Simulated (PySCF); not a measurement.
CHOS (SMILES O=C=[SH+]), charge +1, singlet, at a GFN2-xTB geometry; M062X/pcseg-1 run with PySCF.

Here is a job for PySCF.
```python
from pyscf import gto, scf, dft

mol = gto.M(
    atom='''
O    -0.34180530    0.10102109   -1.68704513
C    -0.13121664    0.04098022   -0.58326032
S     0.27585043   -0.09473859    0.97470948
H    -0.89186473    0.46176743    1.40057134
''',
    basis='pcseg-1',
    charge=1,
    verbose=4,
)

mf = dft.RKS(mol)
mf.xc = 'm062x'
mf.kernel()
mf.analyze()
```

Output, abridged:

```
PySCF version 2.14.0

[INPUT] verbose = 4
[INPUT] num. atoms = 4
[INPUT] num. electrons = 30
[INPUT] charge = 1
[INPUT] spin (= nelec alpha-beta = 2S) = 0
[INPUT] symmetry False subgroup None
[INPUT] Mole.unit = angstrom
[INPUT] Symbol           X                Y                Z      unit          X                Y                Z       unit  Magmom
[...]
nuclear repulsion = 87.7583893198342
number of shells = 11
number of NR pGTOs = 101
number of NR cGTOs = 51
basis = pcseg-1
ecp = {}

******** <class 'pyscf.dft.rks.RKS'> ********
method = RKS
initial guess = minao
damping factor = 0
level_shift factor = 0
DIIS = <class 'pyscf.scf.diis.CDIIS'>
diis_start_cycle = 1
diis_space = 8
diis_damp = 0
SCF conv_tol = 1e-09
SCF conv_tol_grad = None
SCF max_cycles = 50
direct_scf = True
direct_scf_tol = 1e-13
XC library pyscf.dft.libxc version 7.1.2
    S. Lehtola, C. Steigemann, M. J. T. Oliveira, and M. A. L. Marques,  SoftwareX 7, 1–5 (2018)
XC functionals = m062x
    Y. Zhao and D. G. Truhlar,  Theor. Chem. Acc. 120, 215 (2008)
    Y. Zhao and D. G. Truhlar,  Theor. Chem. Acc. 120, 215 (2008)
radial grids:
    Treutler-Ahlrichs [JCP 102, 346 (1995); DOI:10.1063/1.469408] (M4) radial grids

becke partition: Becke, JCP 88, 2547 (1988); DOI:10.1063/1.454033
pruning grids: <function nwchem_prune>
grids dens level: 3
symmetrized grids: False
atomic radii adjust function: <function treutler_atomic_radii_adjust>
small_rho_cutoff = 0
Set gradient conv threshold to 3.16228e-05
Initial guess from minao.
tot grids = 56888
init E= -512.593897028638
[...]
cycle= 1 E= -511.535265687406  delta_E= 1.06  |g|= 0.727  |ddm|= 2.27
[...]
cycle= 2 E= -511.303479831297  delta_E= 0.232  |g|= 1.41  |ddm|= 1.32
[...]
cycle= 3 E= -511.670596425985  delta_E= -0.367  |g|= 0.117  |ddm|= 0.794
[...]
cycle= 4 E= -511.673527384379  delta_E= -0.00293  |g|= 0.049  |ddm|= 0.139
[...]
cycle= 5 E= -511.674123196691  delta_E= -0.000596  |g|= 0.0108  |ddm|= 0.0673
[...]
cycle= 6 E= -511.674157690552  delta_E= -3.45e-05  |g|= 0.00255  |ddm|= 0.0141
[...]
cycle= 7 E= -511.674160068213  delta_E= -2.38e-06  |g|= 0.00039  |ddm|= 0.00411
[...]
cycle= 8 E= -511.674160173919  delta_E= -1.06e-07  |g|= 0.000116  |ddm|= 0.000853
[...]
cycle= 9 E= -511.67416018487  delta_E= -1.1e-08  |g|= 3.83e-05  |ddm|= 0.000266
[...]
cycle= 10 E= -511.674160185939  delta_E= -1.07e-09  |g|= 9.54e-06  |ddm|= 9.19e-05
[...]
cycle= 11 E= -511.674160185998  delta_E= -5.9e-11  |g|= 3.61e-06  |ddm|= 2.31e-05
[...]
Extra cycle  E= -511.674160185994  delta_E= 4.09e-12  |g|= 5.56e-06  |ddm|= 6.46e-06
converged SCF energy = -511.674160185994
**** SCF Summaries ****
Total Energy =                        -511.674160185994140
Nuclear Repulsion Energy =              87.758389319834180
One-electron Energy =                 -869.200473128673821
Two-electron Energy =                  269.767923622845558
Two-electron Coulomb Energy =          309.407407611763176
DFT Exchange-Correlation Energy =      -39.639483988917632
HOMO-LUMO gap [eV] =                     9.373645751221636
**** MO energy ****
[...]
 ** Mulliken pop on meta-lowdin orthogonal AOs  **
 ** Mulliken pop  **
 ** Mulliken atomic charges  **
charge of    0O =     -0.02055
charge of    1C =      0.42791
charge of    2S =      0.38583
charge of    3H =      0.20681

WARN: System has nonzero charge 1; the dipole moment is origin-dependent.
Location of origin: [0. 0. 0.]

Dipole moment(X, Y, Z, Debye): -0.80865,  0.44927,  2.16385
```
